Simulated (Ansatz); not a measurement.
Program: Ansatz. Geometries: PBE0-D4/def2-TZVP. ΔE: electronic, gas phase. CBS: MP2 limit from def2 TZ/QZ plus the TZ coupled-cluster correction, frozen cores. Functionals use def2-TZVPP. Each species was taken in one conformer, which may not be the lowest.

`CBOCO` → `CCOBO`  (isomerisation)

```json
{"level": "r2SCAN-D4", "ΔE (eV)": "-1.52"}
{"level": "PBE", "ΔE (eV)": "-1.46"}
```

**Question.** What does CCSD(T)/CBS give? (Estimate.)

**Answer.** The calculation gave: -1.55 eV. The listed levels differ from it by 0.03, 0.09 eV.

Largest T1 diagnostic among the species: 0.012.
